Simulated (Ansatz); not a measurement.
Stepwise reaction of `CC1=CC(C)=[O+][Al-]([OH])([OH])[O]1` with hydrogen chloride, as a gas-phase model of exchange steps in deposition or etching. ΔE in kJ/mol.

Isolated molecules relaxed with PBE0-D4/def2-TZVP in Ansatz; ΔE leaves out vibrations. CCSD(T)/CBS is the MP2 limit (def2-TZVPP, def2-QZVPP) plus CCSD(T) − MP2 in def2-TZVPP, frozen cores. This one scheme is used for every species. Functionals use def2-TZVPP. B3LYP here is the variant with VWN-RPA as its local correlation; programs differ in this. Each species was taken in one conformer, which may not be the lowest.

```tsv
step	reaction	PBE-D4	B3LYP-D4	ωB97M-V	CCSD(T)/CBS
2	`CC1=CC(C)=[O+][Al-]([OH])([Cl])[O]1` + HCl → `CC1=CC(C)=[O+][Al-]([Cl])([Cl])[O]1` + H₂O	-39.4	-35.9	-38.0	-40.5
```

Give the row of step 1, `CC1=CC(C)=[O+][Al-]([OH])([OH])[O]1` + HCl → `CC1=CC(C)=[O+][Al-]([OH])([Cl])[O]1` + H₂O. (Best estimate.)

Computed: 
```
step                                                                                   reaction  PBE-D4  B3LYP-D4  ωB97M-V  CCSD(T)/CBS
   1  `CC1=CC(C)=[O+][Al-]([OH])([OH])[O]1` + HCl → `CC1=CC(C)=[O+][Al-]([OH])([Cl])[O]1` + H₂O   -36.7     -33.8    -36.5        -38.2
```

By hand: ΔE of the 2 steps together at CCSD(T)/CBS.

(-38.2) + (-40.5) = -78.7 kJ/mol, or -39.4 kJ/mol a step.

In ΔE the steps differ by no more than 2.3 kJ/mol. All are downhill at CCSD(T)/CBS. PBE-D4 differs from CCSD(T)/CBS by 1.1 to 1.5 kJ/mol a step. Only this route is followed, and other bonds may react first. Isolated molecules leave out the surface, adducts and barriers. Largest T1 diagnostic: 0.015.
